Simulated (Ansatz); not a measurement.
Mulliken charges of `[BH2][GaH][F]` from r2SCAN/def2-TZVPP in Ansatz (PBE0-D4/def2-TZVP geometry).

```
atom   x (Å)   y (Å)   z (Å)  charge (e)
  B1  -0.739   0.445  -0.734      -0.007
 Ga2   0.624  -0.248   0.676       0.416
  F3   1.147  -1.912   0.373      -0.395
  H4  -1.917   0.307  -0.584       0.029
  H5  -0.379   0.998  -1.731       0.029
  H6   1.308   0.346   1.952      -0.073
```

Q: By hand: the dipole of these point charges (1 e Å = 4.8032 D).

A: Σ q r = (-0.350, 0.662, -0.071) e Å, of length 0.752 e Å = 3.61 D.

Q: How does the dipole of the full density compare? (An estimate is asked.)

A: Computed: (-0.238, 0.466, -0.037) e Å, 2.52 D; the point charges give 1.43 times that, at 2° from its direction.

Point charges leave out the atoms' own dipoles, such as those of lone pairs, and Mulliken's split depends on the basis, so the two needn't agree.
